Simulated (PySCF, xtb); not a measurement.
Mo(OH)(H)5 (H₆MoO), SMILES [OH][MoH5], multiplicity 1.

GFN2-xTB run with xtb 6.7.1 at its own geometry gives an orbital gap of 1.60 eV and a dipole moment of 7.98 D.

Coordinates come from a B3LYP-D3(BJ)/def2-TZVP optimisation. The multiplicity is an assumed one; other spin states were not compared. The def2 effective core potentials stand for the cores of Mo; spin–orbit coupling is left out.

**Question.** What does ωB97X/def2-TZVPD in PySCF give? (The exact figures need the calculation; the answer reports its results.)

**Answer.** gap 9.96 eV (levels -10.42 and -0.47 eV), dipole 1.30 D.
